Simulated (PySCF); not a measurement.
# `C#C/C=C(\Cl)[SiH2]SC`, C$_{5}$H$_{7}$ClSSi

Cartesian coordinates in Å; atom numbers follow the order of the lines, from 1:
```xyz
15

C    -4.418   -0.163    0.171
C    -3.223   -0.183    0.041
C    -1.826   -0.216   -0.093
C    -0.956   -0.113    0.917
Cl   -1.528    0.084    2.543
Si    0.915   -0.172    0.783
S     1.327   -0.418   -1.305
C     3.145   -0.401   -1.251
H    -5.462   -0.145    0.274
H    -1.437   -0.337   -1.096
H     1.459   -1.314    1.516
H     1.519    1.078    1.239
H     3.488    0.554   -0.866
H     3.493   -0.539   -2.269
H     3.499   -1.212   -0.624
```

Computed, not measured: PySCF, GIAO B3LYP/6-31G magnetisability, rotational g tensor and spin-rotation constants, non-relativistic, gas phase. Geometry: GFN2-xTB.

**Question.** How diamagnetic is it, and how anisotropic?

**Answer.** Isotropic -1706 × 10⁻³⁰ J/T², or -102.7 × 10⁻⁶ cm³/mol; principal values -1755, -1733, -1631 × 10⁻³⁰ J/T², anisotropy 115 × 10⁻³⁰ J/T² (root of half the summed squared differences of the principal values). The susceptibility is in cgs units.

**Question.** Split it along the inertial axes a, b, c into diamagnetic and paramagnetic parts about the centre of mass, with the quadrupole moment.

**Answer.** 
| axis | χ (10⁻⁶ cm³/mol) | diamagnetic (10⁻⁶ cm³/mol) | paramagnetic (10⁻⁶ cm³/mol) | summed x² of all electrons (Å²) | quadrupole Θ (D Å) |
| --- | --- | --- | --- | --- | --- |
| a | -103.8 | -640.5 | 536.7 | 465.9 | +14.51 |
| b | -98.8 | -2059.7 | 1960.9 | 131.4 | -6.05 |
| c | -105.7 | -2534.2 | 2428.5 | 19.6 | -8.46 |

Anisotropies 2χaa − χbb − χcc = -3.0 and 2χbb − χaa − χcc = +11.8 × 10⁻⁶ cm³/mol. Θ is traceless in Buckingham's convention.

**Question.** And the rotational g tensor?

**Answer.** 
| axis | rotational constant (GHz) | g | nuclear part | electronic part |
| --- | --- | --- | --- | --- |
| a | 2.2380 | -0.0238 | 0.5406 | -0.5643 |
| b | 0.6035 | -0.0044 | 0.5515 | -0.5559 |
| c | 0.4794 | -0.0016 | 0.5454 | -0.5470 |

Asymmetric top; isotopes 12C, 35Cl, 1H, 32S, 28Si; no vibrational averaging.
